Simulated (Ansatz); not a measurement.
Ansatz (an electronic-structure program) input:

Ansatz 0.2 input:
```yaml
crystal:
  periodic: [false, false, false]
  atoms:
    - {symbol: Hg, position_ang: [-0.00939283, 0.25671129, 0.06036335]}
    - {symbol: Cl, position_ang: [1.77579843, -0.14127887, -1.83710570]}
    - {symbol: Cl, position_ang: [-1.73159686, -1.06677427, 1.55304286]}
basis:
  gaussian:
    orbitals: def2-SVPD
total_charge: -1
magnetization: {spin_polarized: true, initial_magnetization: 1}
correlation: {method: ccsd_t, electrons: outside_noble_gas}
output: {forces: true}
```

Task: What final total energy does it print?

Result: -1071.98464 Eh (CCSD(T)/def2-SVPD). The basis has 89 functions.

The spin state was set by rule; other spins were not relaxed.
